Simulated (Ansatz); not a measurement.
Start from `[SiH3]N([SiH3])[Si]Cl` and change one atom or group to get `[F][Ge][N]([SiH3])[SiH3]`.

Ansatz, PBE0-D4/def2-TZVP geometries, multiplicity 1. Each molecule was computed in one conformer, which needn't be the lowest.

Scalar relativity is left out up to krypton.

| property | `[SiH3]N([SiH3])[Si]Cl` |
| --- | --- |
| LUMO energy (PBE/def2-TZVPP) / eV | -2.83 |
| HOMO–LUMO gap (PBE/def2-TZVPP) / eV | 3.35 |
| zero-point energy (PBE0-D4/def2-TZVP) / kJ/mol | 155.3 |
| LUMO energy (ωB97M-V/def2-TZVPP) / eV | -0.08 |
| size of the dipole moment (ωB97M-V/def2-TZVPP) / D | 1.52 |
| ideal-gas entropy at 298 K and 1 bar (rigid rotor, harmonic PBE0-D4/def2-TZVP) / J/(mol·K) | 381 |

(1) What does the change do to each property? (Best estimate.)

## Answers

(1) The calculation gave: 
| property | `[F][Ge][N]([SiH3])[SiH3]` | shift |
| --- | --- | --- |
| LUMO energy (PBE/def2-TZVPP) / eV | -2.90 | -0.07 |
| HOMO–LUMO gap (PBE/def2-TZVPP) / eV | 3.93 | 0.58 |
| zero-point energy (PBE0-D4/def2-TZVP) / kJ/mol | 154.7 | -0.6 |
| LUMO energy (ωB97M-V/def2-TZVPP) / eV | -0.21 | -0.13 |
| size of the dipole moment (ωB97M-V/def2-TZVPP) / D | 1.63 | 0.11 |
| ideal-gas entropy at 298 K and 1 bar (rigid rotor, harmonic PBE0-D4/def2-TZVP) / J/(mol·K) | 387 | 6 |

With PBE0 the HOMO falls by 0.73 eV and the LUMO falls by 0.10 eV, so the gap widens by about 0.63 eV. PBE moves the HOMO by -0.65 eV and ωB97M-V by -0.84 eV. Dipoles are sizes alone; their direction can turn.
